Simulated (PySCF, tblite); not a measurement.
Isomers of C5H15FSi2, one GFN2-xTB conformer each. Single-point energies are computed at PBE0/pcSseg-1 (PySCF, gas phase, no added dispersion term), electronic only.

```csv
SMILES,GFN2-xTB relative energy (kJ/mol)
C[C@@H](F)CCC([SiH3])[SiH3],0.0
CC(C)C[SiH2][SiH2]CF,52.4
CC[Si@H](C[SiH3])CCF,52.2
```

Conformers: `[CH3:1][C@@H:2]([F:3])[CH2:4][CH2:5][CH:6]([SiH3:7])[SiH3:8]` with C1–C2–C4–C5 173°, C2–C4–C5–C6 -177°, C4–C5–C6–Si7 -64°; `[CH3:1][CH:2]([CH3:3])[CH2:4][SiH2:5][SiH2:6][CH2:7][F:8]` with C1–C2–C4–Si5 176°, C2–C4–Si5–Si6 -45°, C4–Si5–Si6–C7 -60°, Si5–Si6–C7–F8 50°; `[CH3:1][CH2:2][Si@H:3]([CH2:4][SiH3:5])[CH2:6][CH2:7][F:8]` with C1–C2–Si3–C4 176°, C2–Si3–C4–Si5 -173°, C2–Si3–C6–C7 61°, Si3–C6–C7–F8 180°.

**Question.** What does PBE0/pcSseg-1 give for the same structures?

**Answer.** 
```tsv
SMILES	PBE0/pcSseg-1 E (Eh)	PBE0/pcSseg-1 (kJ/mol)	GFN2-xTB (kJ/mol)	point group
CC[Si@H](C[SiH3])CCF	-877.76065	0.0	52.2	C1
CC(C)C[SiH2][SiH2]CF	-877.73971	55.0	52.4	C1
C[C@@H](F)CCC([SiH3])[SiH3]	-877.73904	56.7	0.0	C1
```

GFN2-xTB puts C[C@@H](F)CCC([SiH3])[SiH3] lowest instead; measured from each level's own lowest isomer, the values differ by up to 56.7 kJ/mol (C[C@@H](F)CCC([SiH3])[SiH3]: 0.0 against 56.7). Neighbours under 10 kJ/mol apart (CC(C)C[SiH2][SiH2]CF and C[C@@H](F)CCC([SiH3])[SiH3]) can change places with a better method, another conformer or zero-point energy.

**Question.** Which frontier levels, dipoles and rotational constants go with these structures?

**Answer.** 
| SMILES | HOMO (eV, PBE0/pcSseg-1) | LUMO (eV) | dipole (D) | A, B, C (MHz) |
| --- | --- | --- | --- | --- |
| CC[Si@H](C[SiH3])CCF | -8.18 | 0.59 | 2.38 | 1249, 900.9, 574.7 |
| CC(C)C[SiH2][SiH2]CF | -8.16 | 0.03 | 0.71 | 1677, 838.5, 697.0 |
| C[C@@H](F)CCC([SiH3])[SiH3] | -8.19 | 0.50 | 2.13 | 2202, 579.8, 515.8 |

**Question.** What happens when harmonic zero-point energies from GFN2-xTB frequencies are added?

**Answer.** 
```
                     SMILES  ZPE (kJ/mol)  electronic (kJ/mol)  with ZPE (kJ/mol)
       CC[Si@H](C[SiH3])CCF         477.5                  0.0                0.0
       CC(C)C[SiH2][SiH2]CF         479.4                 55.0               56.9
C[C@@H](F)CCC([SiH3])[SiH3]         468.1                 56.7               47.3
```

The zero-point energies span 11.3 kJ/mol. The lowest isomer stays, but the order above it changes.
